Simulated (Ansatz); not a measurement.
A nudged elastic band was laid between two geometries of F$_{2}$H$_{2}$SSi (6 atoms, charge 0, multiplicity 1).

Level of theory: RKS PBE-D4/STO-3G (Ansatz 0.2.0).

| Item | Value |
| --- | --- |
| movable images | 5 |
| climbing image | yes |
| spring | 5.0 eV/Å² |
| optimiser | quadratic models (default) |
| start path | through a guess of the saddle point |
| force threshold | 0.05 eV/Å |
| iteration limit | 60 |
| end points | relaxed |

Image 0:

```xyz
6
Properties=species:S:1:pos:R:3
F -0.402 -1.572 0.726
Si 0.423 -0.310 0.044
F 0.511 -0.700 -1.561
S -0.552 1.567 0.370
H 1.771 -0.217 0.619
H -1.708 1.167 -0.244
```

Image 6:

```xyz
6
Properties=species:S:1:pos:R:3
F -0.216 -1.808 0.712
Si 0.237 -0.425 -0.071
F 0.687 -0.935 -1.577
S -1.391 0.974 -0.176
H 1.391 0.182 0.614
H -0.666 1.949 0.452
```

(1) What changes between the two ends?

(2) What energy profile does the band end with?

(3) What is the geometry of the highest image?

(4) What are the harmonic wavenumbers there?

Answers

(1) No bond is made or broken. The dihedral F3–Si2–S4–H6 goes from 59 to -121°.

(2) The forces met the threshold. The highest image is number 3 of 0 to 6, 2.2 kcal/mol above the first end and 1.2 kcal/mol above the last; the last end lies 1.0 kcal/mol above the first. A vibrational analysis at the climbing image gives one clearly imaginary mode, 161i cm⁻¹: a first-order saddle point. Limits of this set-up: minimal basis.

| image | path coordinate (Å) | energy (kcal/mol) | dihedral F3–Si2–S4–H6 (°) |
| --- | --- | --- | --- |
| 0 | 0.00 | 0.0 | 59 |
| 1 | 0.48 | 0.6 | 30 |
| 2 | 0.96 | 1.8 | 1 |
| 3 | 1.45 | 2.2 | -29 |
| 4 | 1.96 | 1.8 | -59 |
| 5 | 2.48 | 1.2 | -90 |
| 6 | 2.99 | 1.0 | -121 |

(3) 
```xyz
6
Properties=species:S:1:pos:R:3
F -0.057 -1.769 0.932
Si 0.314 -0.387 0.107
F 0.208 -0.740 -1.506
S -1.091 1.161 0.632
H 1.710 -0.028 0.415
H -1.042 1.698 -0.627
```

(4) 161i, 197, 234, 306, 549, 808, 821, 855, 881, 989, 2454, 2881 cm⁻¹.

The run took 43 s on 1 thread of Arm Neoverse V2, with other jobs on the host, peak memory 0.087 GiB.
